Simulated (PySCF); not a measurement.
Spin states and ions at one geometry of Pb(OH)4

PySCF 2.14.0, RKS r2SCAN, Pb def2-SVP with ECP60, O def2-SVP, H def2-SVP; non-relativistic Hamiltonian with scalar-relativistic core potentials where named; density fitting; no spin-orbit coupling; singlets restricted, open shells unrestricted. The geometry is relaxed for charge 0, singlet, vacuum:

```xyz
9

Pb    0.0451    0.4003    0.0010
O     0.0258   -1.1093    1.4542
H    -0.5489   -0.7902    2.1703
O     0.3008   -0.5968   -1.8231
H    -0.0158   -1.5058   -1.6880
O     1.5700    1.8356    0.0587
H     2.2840    1.5007   -0.5094
O    -1.7234    1.4838    0.2973
H    -1.5254    2.3997    0.0390
```

Energies count from the relaxed state; an electron taken off or put on is at rest in vacuum. Charges and spins are Mulliken's.

```csv
state,energy (eV),spin squared,charge on Pb1 (e),spin on Pb1 (e),dipole about the centre of mass (D)
"charge 0, singlet, vacuum",0.00,0.00,1.04,0.00,0.08
"charge 0, triplet, vacuum",2.75,2.01,0.84,0.31,0.06
"charge +1, doublet, vacuum",10.27,0.76,1.19,-0.08,0.05
```

What does the state charge -1, doublet, vacuum give?

energy (eV) -1.11, spin squared 0.75, charge on Pb1 (e) 0.68, spin on Pb1 (e) 0.34, dipole about the centre of mass (D) 0.06.

With an electron taken off (doublet) the charges change, summed by element, by Pb +0.15 e, O +0.66 e, H +0.19 e. The vertical ionisation energy is 10.27 eV, against −ε(HOMO) = 7.34 eV of the relaxed state. The level lies 2.9 eV too high, as is usual for semilocal functionals and global hybrids, which keep a self-interaction error.

With an electron put on (doublet) the charges change, summed by element, by Pb -0.36 e, O -0.33 e, H -0.31 e. The vertical electron affinity is 1.11 eV, against −ε(LUMO) = 4.00 eV of the relaxed state. The basis has no diffuse functions, which an added electron needs. The added electron's level lies above zero.

Open shells may have lower solutions than those found. Hard to converge, so the more doubtful: charge 0, triplet, vacuum; charge +1, doublet, vacuum.

No frequency check is given that shows the relaxed geometry to be a minimum.
